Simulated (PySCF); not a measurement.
Krypton: a sound run and one with changed settings

Sound run: Kr [Kr], Kr⁺ [Ar] 3d10 4s2 4p5. Computed with PySCF 2.14 in cc-pVDZ-PP with ECP10MDF (4s3p2d, 23 functions), with scalar relativity through the core potential. In the sound run the correlated levels freeze 3s2 3p6 3d10 outside the core potential. The sound run starts from symmetry-adapted Hartree-Fock orbitals and uses a fine grid where one is needed.

Changed run: a valence shell is frozen. This setting is unsound on purpose.

| species | method | sound run (hartree) | changed run (hartree) | converged |
| --- | --- | --- | --- | --- |
| Kr | MP2 | -462.29719 | -462.27432 | yes |
| Kr | CCSD(T) | -462.30775 | -462.28340 | yes |
| Kr⁺ | MP2 | -461.78913 | -461.75963 | yes |
| Kr⁺ | CCSD(T) | -461.80369 | -461.76926 | yes |

Ionisation energy of Kr:

| method | sound run (eV) | changed run (eV) |
| --- | --- | --- |
| UHF | 13.156 | 13.156 |
| MP2 | 13.825 | 14.006 |
| SCS-MP2 | 13.746 | 13.965 |
| CCSD | 13.715 | 13.985 |
| CCSD(T) | 13.716 | 13.990 |

Freezing a valence shell removes pair correlation that changes on ionisation.

For comparison, NIST gives 14.000 eV between the lowest levels.
